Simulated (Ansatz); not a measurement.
PbF3⁻. Total charge -1; singlet. Geometry r2SCAN-D4/def2-TZVPD; atoms count from 1.

```csv
atom,x (Å),y (Å),z (Å)
Pb1,0.366,0.070,-0.720
F2,1.247,0.891,1.025
F3,-0.045,-1.841,0.103
F4,-1.569,0.880,-0.408
```

In the def2 sets Pb takes a core potential; there is no spin–orbit coupling. The structure comes from a short search, and lower isomers may exist.

(1) Estimate the Mulliken populations from the PBE0/def2-TZVPD orbitals of Ansatz.

(2) And the Mayer bond orders between heavy atoms (over 0.3)?

## Answers

(1) 
| atom | charge (e) |
| --- | --- |
| Pb1 | 1.17 |
| F2 | -0.72 |
| F3 | -0.72 |
| F4 | -0.72 |
Mulliken values depend strongly on the basis. With diffuse functions, as here, like atoms can get unlike values, and bond orders can come out too low or too high.

(2) Pb1–F2 0.38 (2.12 Å); Pb1–F3 0.38 (2.12 Å); Pb1–F4 0.38 (2.12 Å).
